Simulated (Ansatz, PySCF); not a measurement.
Gas-phase reaction (SMILES): Br[SiH](Br)Br [tribromosilane] + O (H2O) -> O[Si](Br)(Br)Br + [H][H] (H2); water cleaves one Si-H bond, a model of a ligand-exchange step.

Geometries: B3LYP-D3(BJ)/def2-TZVP minima from Ansatz (a program for electronic structure), one conformer each, not searched for the lowest. Correlated levels leave the core frozen unless marked. No spin-orbit coupling. Frozen are the shells of the preceding noble gas and the d and f shells that filled before the atom's block. No relativistic terms. Basis-set limits of correlation are two-point, X^-3; Hartree-Fock from the larger set. Thermal terms are rigid-rotor harmonic-oscillator values from B3LYP-D3(BJ) frequencies (Ansatz or PySCF) at 298.15 K and 1 atm. 1 Eh = 627.5095 kcal/mol.

| species | E, CCSD(T)/CBS(def2-TZVPPD,def2-QZVPPD) (Ansatz) (Eh) | E, PBE-D3(BJ)/def2-TZVPD (Ansatz + dftd3) (Eh) | H - E (Eh) |
|---|---|---|---|
| Br[SiH](Br)Br | -8007.86566 | -8011.41454 | 0.01941 |
| O (H2O) | -76.37558 | -76.38147 | 0.02495 |
| O[Si](Br)(Br)Br | -8083.09746 | -8086.65778 | 0.02646 |
| [H][H] (H2) | -1.17452 | -1.16598 | 0.01336 |

Work out ΔE and ΔH at 298.15 K at the first level, then ΔH at the second.


1. ΔE = [(-8083.09746) + (-1.17452)] - [(-8007.86566) + (-76.37558)] = -0.03074 Eh = -19.3 kcal/mol at CCSD(T)/CBS(def2-TZVPPD,def2-QZVPPD).
2. The terms H - E add up to -0.00454 Eh, so ΔH = (-0.03074 + (-0.00454))×627.5095 = -22.1 kcal/mol.
3. At PBE-D3(BJ)/def2-TZVPD the same steps give ΔE = -17.4 and ΔH = -20.3 kcal/mol, a shift of +1.8 from the first level.
4. These values are not checked against measurement here, since the tables used lack a sound gas-phase enthalpy of formation for at least one species.
